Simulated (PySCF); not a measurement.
Numbering as in the mapped SMILES `[CH:1]#[C:2][Si@H:3]([NH2:4])[C:5]([F:6])([F:7])[F:8]` (H(Xn): hydrogen on atom n).

PySCF 2.14 calculation with GFN2-xTB structure and PBE0/pcSseg-1 with gauge-including orbitals; non-relativistic Hamiltonian, one computed conformer, averaged over atoms made equivalent by symmetry, fast rotation or ring inversion, isolated molecule.

Question: List the cross peaks expected in HSQC, COSY and HMBC spectra.

Answer: 

HSQC (one-bond C–H):
| δH | δC |
| --- | --- |
| 2.01 (H(C1)) | 103.1 (C1) |

HMBC (two and three bonds, from the bond graph):
| δH | δC |
| --- | --- |
| 4.88 (H(Si3)) | 138.2 (C5), 103.1 (C1), 87.6 (C2) |
| 2.01 (H(C1)) | 87.6 (C2) |

No COSY cross peaks are expected.

Referencing at the same level of theory: TMS for 1H (σref 31.72), 13C (σref 186.93).

The OH or NH signal is concentration- and solvent-dependent in practice; the value given is the gas-phase one. Shifts are as computed. Against solution values, carbons near 30 ppm lie about +3 ppm off and those near 130 ppm about +5 ppm. Of 1211 compounds with measured shifts, 218 miss one by over three times the rms of a fit or turn the order of signals round; such compounds aren't used in these exercises.
